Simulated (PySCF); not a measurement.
Input, command and output of a PySCF 2.14 run on Cr5+: CASSCF of the metal shell, NEVPT2 and spin-orbit coupling.

```
{"job": {"kind": "lf", "basis": {"metal": "x2c-TZVPall", "ligand": "x2c-SVPall"}, "nevpt": true}, "charge": 5, "metal": "Cr", "open_shell": "d1"}
Cr     0.000000     0.000000     0.000000
```

```bash
OMP_NUM_THREADS=1 python lf_run.py task.json out
```

```
basis functions 48, electrons 19, active (1e, 5o)
stage 1: DIIS on the effective Fock matrix, level shift 0.30
cycle   1  E = -1042.3337252476  dE = -1.042e+03  max|g| = 2.356e+00
cycle   2  E = -1043.4849077744  dE = -1.151e+00  max|g| = 1.518e-01
cycle   3  E = -1043.4899581374  dE = -5.050e-03  max|g| = 1.981e-02
cycle   4  E = -1043.4900106226  dE = -5.249e-05  max|g| = 2.973e-03
cycle   5  E = -1043.4900120887  dE = -1.466e-06  max|g| = 3.529e-04
cycle   6  E = -1043.4900121162  dE = -2.745e-08  max|g| = 4.729e-05
cycle   7  E = -1043.4900121167  dE = -5.311e-10  max|g| = 7.850e-06
converged average energy = -1043.4900121167

 mult deg   label        CASSCF/cm-1   NEVPT2/cm-1
   2   5   2D                  0.0           0.0

spin-orbit levels / cm-1
      0.00  x4  2D 1.00
    898.69  x6  2D 1.00
```

The job took 1 s on one thread of Arm Neoverse V1 (shared host), with 48 basis functions, launched as `OMP_NUM_THREADS=1 python lf_run.py task.json out`.

Measured levels beside the computed ones:

```json
{"level": "2D J = 3/2", "computed / cm⁻¹": "0", "measured / cm⁻¹": "0"}
{"level": "2D J = 5/2", "computed / cm⁻¹": "899", "measured / cm⁻¹": "940"}
```

Source of the measured levels: Sugar and Corliss, J. Phys. Chem. Ref. Data 6, 317 (1977).
